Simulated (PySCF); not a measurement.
# Orbital energies, ionisation energy and electron affinity

C₄H₄N₂O₃S.
Numbering: `[O:1]=[S:2](=[O:3])([OH:4])[c:5]1[cH:6][n:7][cH:8][cH:9][n:10]1` (hydrogens: H11 on O4; H12 on C6; H13 on C8; H14 on C9)

Cartesian coordinates in Å at the PBE0-D3(BJ)/def2-SVP level; atoms count from 1:
```xyz
14
C4H4N2O3S angstrom
O      2.280    0.235   -1.786
S      1.934   -0.044   -0.414
O      2.582    0.608    0.704
O      2.059   -1.640   -0.223
C      0.169    0.164   -0.219
C     -0.575    0.877   -1.158
N     -1.878    1.069   -0.968
C     -2.413    0.548    0.131
C     -1.653   -0.180    1.054
N     -0.352   -0.367    0.874
H      1.866   -1.836    0.709
H     -0.107    1.282   -2.059
H     -3.484    0.706    0.293
H     -2.110   -0.615    1.949
```

Level: wB97X-D/def2-SVPD (PySCF). Frontier orbitals with their largest atomic shares (Löwdin; up to four atoms above 4 %):

| orbital | ε (eV) | main atoms |
| --- | --- | --- |
| HOMO−3 | -11.89 | O3 23 %, O1 19 %, N7 17 %, S2 8 % |
| HOMO−2 | -11.35 | O3 45 %, O1 32 %, O4 11 %, S2 5 % |
| HOMO−1 | -10.66 | C5 19 %, C8 17 %, C9 17 %, C6 17 % |
| HOMO | -10.14 | ? |
| LUMO | -0.90 | N10 25 %, N7 22 %, C5 15 %, C8 14 % |
| LUMO+1 | -0.16 | C6 24 %, C9 19 %, C8 14 %, C5 14 % |
| LUMO+2 | 1.51 | S2 30 %, O4 15 %, H11 11 %, C9 11 % |

Task: What vertical ionisation energy does ΔSCF give, and how far is −ε(HOMO) from it?

Result: ΔSCF: 10.41 eV (1005 kJ/mol; threshold wavelength 119 nm); ⟨S²⟩ of the doublet left behind is 0.756, against 0.75 for a pure doublet. −ε(HOMO) is 10.14 eV, 0.27 eV below it. In exact Kohn–Sham theory the two would be equal; wB97X-D (range-separated hybrid) comes within 0.27 eV of that here.

Task: On which atoms does the HOMO lie?

Result: N7 (pyridine-type nitrogen) 33 %, N10 (pyridine-type nitrogen) 18 %, C6 (aromatic CH next to a ring nitrogen) 9 %, C8 (aromatic CH next to a ring nitrogen) 8 %, so no atom holds as much as 40 %. The HOMO−1 lies 0.52 eV lower.

Task: And the vertical electron affinity, the fundamental gap, Mulliken's electronegativity and the hardness (with the factor ½)?

Result: EA = 0.80 eV by ΔSCF (−ε(LUMO) = 0.90 eV). IE − EA = 9.61 eV against an orbital gap of 9.24 eV; (IE + EA)/2 = 5.61 eV; (IE − EA)/2 = 4.80 eV. Parr's electrophilicity index (IE + EA)²/[8(IE − EA)] is 1.63 eV.

Task: How many of the 10 lowest singlet excitations (vertical TDDFT, same level) lie below the ionisation energy?

Result: All 10; they run from 4.08 to 7.48 eV.

Task: Shift the occupied levels rigidly so that −ε(HOMO) equals the ΔSCF value. What binding energies result?

Result: The shift is +0.27 eV: HOMO 10.41, HOMO−1 10.93, HOMO−2 11.62, HOMO−3 12.16 eV. A rigid shift is only a rough guide to the deeper ionisations.

Task: The lowest singlet excitation (vertical TDDFT, same level) lies at 4.08 eV. How far is it below IE − EA?

Result: IE − EA = 9.61 eV, so by 5.53 eV.

Task: What total energies stand behind the ΔSCF value?

Result: E(N) = -887.48693 Eh and E(N − 1) = -887.10429 Eh at the same geometry, 0.38264 Eh apart. With one more electron, E(N + 1) = -887.51645 Eh.

Isolated species at its PBE0-D3(BJ)/def2-SVP geometry (one conformer only).

These values come from a run that also computed excited states and ΔSCF ions. On an Arm Neoverse V1 with one thread, shared host, this took 5.0 min of wall time.

The pairwise dispersion term of wB97X-D wasn't added to the energies; at a given geometry it leaves orbitals and properties as they are.
